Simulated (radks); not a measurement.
Task: Species: Sm V. Configuration: [Xe] 4f4 (the NIST ground configuration). All-electron calculation, scalar-relativistic Kohn-Sham, PBEsol, spin-polarised, spherical densities, finite nucleus; open shells are filled with parallel spins first (spin-orbit coupling, left out, can overturn this in heavy ions); Fermi nuclear charge, rms radius 5.0819 fm. Program: a radial shooting solver on a logarithmic mesh with Libxc functionals. Some entries of the table are withheld. Estimate them.

orbital  occ.  eigenvalue (eV)  r(max) (bohr)  <r> (bohr)
1s down     1        -46703.55        0.01450     0.02275
1s up       1        -46703.55        0.01450     0.02275
2s up       1        -7676.425        0.08218     0.09705
2s down     1        -7676.390        0.08218     0.09705
2p up       3        -6854.688        0.06636     0.08549
2p down     3        -6854.664        0.06636     0.08549
3s up       1        -1725.004         0.2338      0.2552
3s down     1        -1723.470         0.2337      0.2550
3p up       3        -1468.078         0.2292      0.2535
3p down     3        -1466.554         0.2291      0.2533
3d up       5        -1119.593         0.1878      0.2312
3d down     5        -1118.413         0.1877      0.2310
4s up       1        -386.1605         0.5388      0.5774
4s down     1        -382.5180         0.5387      0.5774
4p up       3        -301.3308         0.5619      0.6103
4p down     3        -297.7104         0.5617      0.6104
4d up       5        -182.1669         0.5851      0.6631
4d down     5        -178.5896         0.5848      0.6638
5s up       1         -87.9337          1.224       1.337
5s down     1         -86.1188          1.233       1.350
5p up       3         -65.5475          1.364       1.513
5p down     3         -64.1853          1.377       1.531
4f up       4         -53.2789         0.5941      0.8401
4f down     0         -50.0151         0.5957      0.8567
5d up       0         -37.1026          1.721       1.979
5d down     0         -36.4094          1.745       2.009
6s up       0              (1)          2.752       2.907
6s down     0              (2)          2.779       2.932

Result: 
(1) 6s up eigenvalue (eV): -31.1114
(2) 6s down eigenvalue (eV): -30.7770
